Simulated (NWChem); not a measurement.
Molecule: CdNH3; SMILES [NH2][CdH]

```xyz
5

Cd    -0.0012    -0.2178     0.3070
H     -0.0023    -1.8428     0.6175
N     -0.0005     1.7755     0.0823
H     -0.8176     2.1933    -0.3574
H      0.8187     2.1931    -0.3536
```
Atoms are numbered in this order, from 1.

Level: PBE0/def2-SVP with def2 effective core potentials on Cd (NWChem), optimised geometry, unscaled harmonic frequencies. def2 effective core potentials on Cd; no spin-orbit coupling.

**Question.** List the harmonic frequencies with IR intensities, and the thermochemistry.

**Answer.** 
```csv
frequency (cm⁻¹),IR intensity (km/mol)
406,148.9
451,44.8
472,59.0
598,30.9
734,54.2
1532,4.5
1883,148.3
3562,5.0
3658,9.2
```

```json
{
 "zero_point_energy": "19.0 kcal/mol",
 "thermal correction to the enthalpy at 298.15 K (with zero-point energy)": "22.0 kcal/mol",
 "heat capacity Cv": "12.0 cal/(mol K)",
 "entropy at 298.15 K and 1 atm (symmetry number 1)": "64.0 cal/(mol K)"
}
```

Rigid rotor and harmonic oscillator.
